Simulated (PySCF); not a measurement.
**How methods differ on the ionisation energy of Lu⁴⁶⁺**

Lu⁴⁶⁺ [Ar] 3d7 (4F) → Lu⁴⁷⁺ [Ar] 3d6 (5D), as a difference of total energies. All numbers are calculated (PySCF 2.14, scalar relativity by spin-free X2C-1e, in an uncontracted even-tempered set (18 s from 9.6 bohr⁻², ratio 2.5; 13 p from 12 bohr⁻², ratio 2.5; 8 d from 12 bohr⁻², ratio 2.5; 4 f from 51 bohr⁻², ratio 2.7; 3 g from 77 bohr⁻², ratio 2.7)). Correlated levels: outer shells: [Ne] frozen; virtual orbitals above 40 to 60 times the deepest correlated orbital energy dropped. The calculations carry no spin-orbit coupling.

| method | ionisation energy (eV) |
| --- | --- |
| UHF | 3974.9 |
| LDA | 3974.4 |
| PBE | 3975.5 |
| PBE0 | 3975.9 |
| r2SCAN | 3977.4 |
| M06 | 3974.1 |
| M06-L | 3976.9 |
| MP2 (outer shells) | 3976.1 |
| SCS-MP2 (outer shells) | 3976.3 |

Spin-orbit coupling is strong in these open shells (close to jj coupling). The scalar numbers leave it out and a first-order estimate fails, so it can dominate the gap to the real levels.

Breit and QED terms and the two-electron picture change are absent.

For comparison: 3960 ± 4 eV (theoretical estimate listed by NIST; NIST Atomic Spectra Database, ionization energies).
